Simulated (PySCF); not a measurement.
Polarisability and C₆ of B²⁺ (boron, charge +2)

[He] 2s1, 2S determinant. Computed with PySCF 2.14 in aug-cc-pVQZ (6s5p4d3f2g, 80 functions), with the non-relativistic Hamiltonian (point nucleus). Coupled (time-dependent) response in atomic units; α is the mean over directions.

| method | mean α (bohr³) | C₆ (like pair) | S(−4) |
| --- | --- | --- | --- |
| UHF | 7.940 | 11.16 | 155.4 |
| PBE | 7.001 | 9.304 | 120.7 |
| PBE0 | 7.215 | 9.717 | 128.2 |
| B3LYP | 7.008 | 9.244 | 122.9 |
| wB97X-V | 7.268 | 9.934 | 126.8 |

S(−4) is the Cauchy moment in α(ω) = α(0) + S(−4) ω² + …

α(iu) at PBE:

```
u (hartree)  α(iu) (bohr³)
          0          7.001
     0.0500          6.712
      0.100          5.979
      0.200          4.201
      0.300          2.864
      0.500          1.506
      0.750         0.8468
       1.00         0.5552
       1.50         0.3024
       2.00         0.1954
       3.00         0.1060
       5.00        0.04999
```

A single London oscillator, α(iu) = α/(1 + u²/ω²), gives C₆ = (3/4) ω α². Matching the computed C₆ needs ω = 4 × 9.304 / (3 × 7.001²) = 0.253 hartree.

For an ion, C₆ is the dispersion term alone; charge-induced terms of lower order in 1/R come first.
